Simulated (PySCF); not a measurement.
## I⁺ (iodine, charge +1) across methods

[Kr] 4d10 5s1 5p5, high-spin 3P determinant (an excited configuration). Calculation: PySCF 2.14, in aug-cc-pVQZ-PP with ECP28MDF; a scalar-relativistic core potential.

```tsv
method	E (hartree)	mean ε 5s α (eV)	mean ε 5p α (eV)	mean ε 5p β (eV)	Σ⟨r²⟩ (bohr²)	⟨S²⟩
r2SCANh	-294.9943	-29.555	-17.589	-15.580	49.73	2.009
BP86	-295.0229	-27.892	-16.661	-15.298	49.68	2.003
UHF	-293.87017	-36.019	-21.337	-17.351	50.70	2.017
B3LYP	-294.9788	-29.558	-17.587	-15.898	49.91	2.004
PBE	-294.8805	-27.779	-16.574	-15.142	49.78	2.004
PBE0	-294.8961	-30.069	-17.970	-16.005	49.81	2.005
r2SCAN	-295.0081	-28.745	-17.095	-15.257	49.69	2.008
LDA	-294.4621	-27.985	-16.669	-15.353	49.72	2.002
r2SCAN0	-294.9737	-30.768	-18.332	-16.063	49.79	2.009
```

Energies and moments cover only the electrons outside the core potential.
